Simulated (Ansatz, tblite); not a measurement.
Cost and result up the ladder for the cluster ZnCu₂⁻ (the lowest doublet isomer of a short search) (3 atoms). Total charge -1; doublet. Geometry: r2SCAN-D4/def2-TZVPD.

```xyz
3

Cu    1.050   -0.574   -0.681
Cu    0.246    0.158    1.353
Zn   -1.296    0.416   -0.672
```

Ansatz on 4 threads of Arm Neoverse V2 on a shared host; xTB runs through tblite on one thread. Times are rough, summed over both states, and most runs start from the orbitals of an earlier one. ωB97M-V/def2-TZVPD serves as the yardstick here, not as an exact answer. The other state is a quartet at its own geometry.

The xTB rows come from tblite. LC-ωPBE has ω = 0.4 bohr⁻¹. B3LYP takes the VWN-RPA correlation. Correlated methods freeze 27 core orbitals. In CCSD on the charge -1 doublet the largest single amplitude is 0.16, so its Hartree–Fock determinant may place the open shell otherwise than the density functionals do. The structure comes from a short search, and lower isomers may exist.

Run but left out: GFN2-xTB (tight binding far off the other levels); HF/STO-3G, HF/def2-TZVPD, MP2/def2-TZVPD (doublet: ⟨S²⟩ 1.24 to 4.87, where a pure state has 0.75).

Correlated methods converge slowly with the basis.

xTB has no spin-polarisation term.

| level | functions | wall time |
| --- | --- | --- |
| GFN1-xTB | 22 | 0.003 s |
| PBE-D4/def2-TZVPD | 147 | 6.4 s |
| B3LYP-D4/def2-TZVPD | 147 | 9.6 s |
| RPA@PBE/def2-TZVPD | 147 | 11 s |
| PBE0-D4/def2-TZVPD | 147 | 13 s |
| r2SCAN-D4/def2-TZVPD | 147 | 14 s |
| LC-ωPBE/def2-TZVPD | 147 | 18 s |
| r2SCAN0-D4/def2-TZVPD (with forces) | 147 | 22 s |
| ωB97X-V/def2-TZVPD | 147 | 30 s |
| ωB97M-V/def2-TZVPD | 147 | 37 s |
| CCSD(T)/def2-TZVPD | 147 | 55 s |

(1) Estimate what each level gives for the quartet − doublet (eV).

Answers

(1) 
```
                              level  quartet − doublet (eV)  difference from ωB97M-V/def2-TZVPD (eV)                                                              remarks
                           GFN1-xTB                    2.42                                     1.09                                                                    –
                  PBE-D4/def2-TZVPD                    1.35                                     0.01                 HOMO above zero (doublet), HOMO above zero (quartet)
                B3LYP-D4/def2-TZVPD                    1.46                                     0.12                 HOMO above zero (doublet), HOMO above zero (quartet)
                 RPA@PBE/def2-TZVPD                    1.20                                    -0.13                                                                    –
                 PBE0-D4/def2-TZVPD                    1.16                                    -0.17                                            HOMO above zero (quartet)
               r2SCAN-D4/def2-TZVPD                    1.11                                    -0.22                 HOMO above zero (doublet), HOMO above zero (quartet)
                 LC-ωPBE/def2-TZVPD                    0.94                                    -0.40                              spin-contaminated (⟨S²⟩ 0.90) (doublet)
r2SCAN0-D4/def2-TZVPD (with forces)                    1.01                                    -0.33                                            HOMO above zero (quartet)
                 ωB97X-V/def2-TZVPD                    1.29                                    -0.04                                                                    –
                 ωB97M-V/def2-TZVPD                    1.33                                     0.00                                                                    –
                 CCSD(T)/def2-TZVPD                    1.14                                    -0.19  large T1 (0.051) (doublet), spin-contaminated (⟨S²⟩ 1.24) (doublet)
```
